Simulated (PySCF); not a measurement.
**Cost of excited-state runs on `C=C[C@@H]1C=C[C@H](NC)[SiH2]1`, C$_{7}$H$_{13}$NSi**

Molfile (atoms numbered from 1):
```
C7H13NSi
     RDKit          3D

 22 22  0  0  0  0  0  0  0  0999 V2000
   -3.7743   -0.1913   -0.4624 C   0  0  0  0  0  0  0  0  0  0  0  0
   -2.4591   -0.2656   -0.5648 C   0  0  0  0  0  0  0  0  0  0  0  0
   -1.5027    0.6621    0.1020 C   0  0  2  0  0  0  0  0  0  0  0  0
   -0.4491    1.1475   -0.8566 C   0  0  0  0  0  0  0  0  0  0  0  0
    0.8297    0.9711   -0.5732 C   0  0  0  0  0  0  0  0  0  0  0  0
    1.2044    0.2483    0.6958 C   0  0  2  0  0  0  0  0  0  0  0  0
    1.9979   -0.9595    0.4863 N   0  0  0  0  0  0  0  0  0  0  0  0
    3.3720   -0.7294    0.0881 C   0  0  0  0  0  0  0  0  0  0  0  0
   -0.4837   -0.1697    1.5094 Si  0  0  0  0  0  4  0  0  0  0  0  0
   -4.2508    0.5822    0.1182 H   0  0  0  0  0  0  0  0  0  0  0  0
   -4.4286   -0.8972   -0.9452 H   0  0  0  0  0  0  0  0  0  0  0  0
   -2.0037   -1.0513   -1.1551 H   0  0  0  0  0  0  0  0  0  0  0  0
   -2.0654    1.5217    0.4794 H   0  0  0  0  0  0  0  0  0  0  0  0
   -0.7826    1.6375   -1.7615 H   0  0  0  0  0  0  0  0  0  0  0  0
    1.6191    1.3033   -1.2332 H   0  0  0  0  0  0  0  0  0  0  0  0
    1.8130    0.9073    1.3257 H   0  0  0  0  0  0  0  0  0  0  0  0
    1.5353   -1.5463   -0.2014 H   0  0  0  0  0  0  0  0  0  0  0  0
    3.8654   -0.1453    0.8662 H   0  0  0  0  0  0  0  0  0  0  0  0
    3.4870   -0.1974   -0.8670 H   0  0  0  0  0  0  0  0  0  0  0  0
    3.8760   -1.6920    0.0057 H   0  0  0  0  0  0  0  0  0  0  0  0
   -0.7037    0.4946    2.7955 H   0  0  0  0  0  0  0  0  0  0  0  0
   -0.7064   -1.6112    1.5998 H   0  0  0  0  0  0  0  0  0  0  0  0
  1  2  2  0
  2  3  1  0
  3  4  1  0
  4  5  2  0
  5  6  1  0
  6  7  1  0
  7  8  1  0
  6  9  1  0
  9  3  1  0
  1 10  1  0
  1 11  1  0
  2 12  1  0
  3 13  1  1
  4 14  1  0
  5 15  1  0
  6 16  1  1
  7 17  1  0
  8 18  1  0
  8 19  1  0
  8 20  1  0
  9 21  1  0
  9 22  1  0
M  END
```

PySCF with density fitting, on 1 thread of an Arm Neoverse N1, shared host. Command: `OMP_NUM_THREADS=1 python excited_run.py task.json out`

How long does this run take, and how much memory?
- excited states, BHandHLYP/def2-SVP; Tamm-Dancoff; spin-orbit couplings; 5 states; 6 triplets; quadratic response for 4 states


| run | level | basis functions | wall time | peak memory (GiB) |
| --- | --- | --- | --- | --- |
| excited states | BHandHLYP/def2-SVP | 195 | 69 s | 0.93 |

Times from a shared host are rough.
